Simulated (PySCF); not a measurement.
## `C=CC[P@](=C)(C)P`, C5H12P2

Molfile (atoms numbered from 1):
```
C5H12P2
     RDKit          3D

 19 18  0  0  0  0  0  0  0  0999 V2000
    2.8947   -0.1030   -0.5850 C   0  0  0  0  0  0  0  0  0  0  0  0
    1.7052   -0.2461   -1.1391 C   0  0  0  0  0  0  0  0  0  0  0  0
    0.5850   -1.0236   -0.5416 C   0  0  0  0  0  0  0  0  0  0  0  0
   -0.6923    0.1567    0.0617 P   0  0  2  0  0  5  0  0  0  0  0  0
   -0.1303    0.8627    1.5108 C   0  0  0  0  0  0  0  0  0  0  0  0
   -2.1281   -0.9000    0.4581 C   0  0  0  0  0  0  0  0  0  0  0  0
   -1.3722    1.0211   -1.9293 P   0  0  0  0  0  0  0  0  0  0  0  0
    3.1423   -0.5798    0.3490 H   0  0  0  0  0  0  0  0  0  0  0  0
    3.6677    0.4929   -1.0392 H   0  0  0  0  0  0  0  0  0  0  0  0
    1.4726    0.2415   -2.0804 H   0  0  0  0  0  0  0  0  0  0  0  0
    0.9144   -1.6082    0.3200 H   0  0  0  0  0  0  0  0  0  0  0  0
    0.1159   -1.6709   -1.2893 H   0  0  0  0  0  0  0  0  0  0  0  0
    0.8153    1.3812    1.3766 H   0  0  0  0  0  0  0  0  0  0  0  0
   -0.8797    1.4967    1.9775 H   0  0  0  0  0  0  0  0  0  0  0  0
   -1.7991   -1.6703    1.1535 H   0  0  0  0  0  0  0  0  0  0  0  0
   -2.5376   -1.3470   -0.4472 H   0  0  0  0  0  0  0  0  0  0  0  0
   -2.8897   -0.2901    0.9413 H   0  0  0  0  0  0  0  0  0  0  0  0
   -2.3944    1.7015   -1.2734 H   0  0  0  0  0  0  0  0  0  0  0  0
   -0.4995    2.0941   -1.7859 H   0  0  0  0  0  0  0  0  0  0  0  0
  1  2  2  0
  2  3  1  0
  3  4  1  0
  4  5  2  0
  4  6  1  0
  4  7  1  6
  1  8  1  0
  1  9  1  0
  2 10  1  0
  3 11  1  0
  3 12  1  0
  5 13  1  0
  5 14  1  0
  6 15  1  0
  6 16  1  0
  6 17  1  0
  7 18  1  0
  7 19  1  0
M  END
```

The calculation used PySCF 2.14.0, GIAO B97-2/pcSseg-1 magnetisability, rotational g tensor and spin-rotation constants, non-relativistic, gas phase. Geometry: GFN2-xTB.

Question: What are the magnetisability and the molar susceptibility?

Answer: Isotropic -1539 × 10⁻³⁰ J/T², or -92.7 × 10⁻⁶ cm³/mol; principal values -1578, -1555, -1485 × 10⁻³⁰ J/T², anisotropy 84 × 10⁻³⁰ J/T² (root of half the summed squared differences of the principal values). The susceptibility is in cgs units.

Question: Split it along the inertial axes a, b, c into diamagnetic and paramagnetic parts about the centre of mass, with the quadrupole moment.

Answer: 
```csv
axis,χ (10⁻⁶ cm³/mol),diamagnetic (10⁻⁶ cm³/mol),paramagnetic (10⁻⁶ cm³/mol),summed x² of all electrons (Å²),quadrupole Θ (D Å)
a,-90.4,-706.7,616.3,195.4,+7.17
b,-93.1,-1070.3,977.3,109.7,-8.17
c,-94.7,-1294.3,1199.7,56.9,+1.00
```
Anisotropies 2χaa − χbb − χcc = +6.9 and 2χbb − χaa − χcc = -1.1 × 10⁻⁶ cm³/mol. Θ is traceless in Buckingham's convention.

Question: And the rotational g tensor?

Answer: 
| axis | rotational constant (GHz) | g | nuclear part | electronic part |
| --- | --- | --- | --- | --- |
| a | 2.1227 | -0.0228 | 0.5918 | -0.6146 |
| b | 1.3082 | -0.0069 | 0.5938 | -0.6006 |
| c | 1.0340 | -0.0073 | 0.5755 | -0.5828 |

Asymmetric top; isotopes 12C, 1H, 31P; no vibrational averaging.
